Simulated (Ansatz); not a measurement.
Harmonic frequencies (cm⁻¹) at PBE0-D4/def2-TZVP from Ansatz: 50, 58, 176, 320, 534, 599, 628, 702, 784, 839, 867, 891, 925, 953, 968, 988, 1197, 2127, 2152, 2177, 2185, 2211, 2230, 3616.

(1) Which molecule is it?
A. `BN([SiH3])[SiH2]Cl`
B. `[SiH3][NH][GeH3]`
C. `N[SiH2][GeH3]`
D. `BN(C)[SiH2]Cl`

Answers

(1) B.
